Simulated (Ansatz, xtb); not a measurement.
Relative energy of two conformers of CH3F3GeO

We compare X, `O[CH2][Ge]([F])([F])[F]`, a singlet, with Y, `O[CH2][Ge]([F])([F])[F]`, a singlet. Both are isolated molecules in the gas phase, relaxed with PBE0-D4/def2-SVP.

X (Å):

```xyz
9

C    -0.1033   -0.7689   -0.7115
F     1.4941    0.5130    1.6451
F     0.7414    2.2006   -0.3720
F     2.6576    0.2715   -0.8299
Ge    1.1523    0.5638   -0.0372
O     0.5329   -1.9988   -0.8580
H     1.2516   -1.9092   -1.4949
H    -0.9171   -0.8813    0.0200
H    -0.5496   -0.3707   -1.6427
```

Y (Å):

| atom | x (Å) | y (Å) | z (Å) |
| --- | --- | --- | --- |
| C | 0.0445 | -0.3281 | -0.2236 |
| F | -0.1764 | -1.9709 | 2.3652 |
| F | 2.1773 | -0.6663 | 1.8565 |
| F | -0.0290 | 0.7457 | 2.6555 |
| Ge | 0.4731 | -0.5521 | 1.6515 |
| O | -1.3429 | -0.2475 | -0.3312 |
| H | -1.5809 | -0.1342 | -1.2572 |
| H | 0.4920 | -1.1923 | -0.7528 |
| H | 0.5801 | 0.5809 | -0.5609 |

Which of the two would you expect CCSD(T)/def2-SVP + ΔMP2/def2-TZVPP electronic energies to favour?

CCSD(T)/def2-SVP + ΔMP2/def2-TZVPP gives E(Y) − E(X) = +0.019 eV, slightly favouring structure X, which is too small a margin to settle the true order.

Level by level:

```csv
level,geometry,E(Y) − E(X) (eV),departure from the last row (eV),"job, with rough time for the two"
PBE0-D4/def2-SVP,PBE0-D4/def2-SVP,+0.065,+0.047,"optimisation, 34 s"
HF/def2-SVP,PBE0-D4/def2-SVP,−0.019,−0.037,part of the CCSD(T) run
MP2/def2-SVP,PBE0-D4/def2-SVP,+0.028,+0.009,part of the CCSD(T) run
CCSD(T)/def2-SVP,PBE0-D4/def2-SVP,+0.026,+0.008,single point
CCSD(T)/def2-SVP + ΔMP2/def2-TZVPP,PBE0-D4/def2-SVP,+0.019,,"single point, 56 s"
```

The largest departure from CCSD(T)/def2-SVP + ΔMP2/def2-TZVPP is that of PBE0-D4/def2-SVP, 0.047 eV. Levels run at GFN2-xTB geometries aren't shown. The last row adds to CCSD(T) the change of the MP2 difference between the two basis sets, here −0.008 eV.

With thermal terms from frequencies at re-optimised GFN2-xTB minima (ideal gas, soft modes damped towards free rotors, one conformer each, 298.15 K, 1 atm): the zero-point term adds −0.012 eV; ΔH is +0.010 and ΔG +0.004 eV.

The correlated steps freeze 14 core orbitals; the filled d shell of Ge is correlated, in a basis made for valence electrons. Run with Ansatz 0.2.0, xtb 6.7.1; the last row on 2 threads of Arm Neoverse V2 on a shared host.
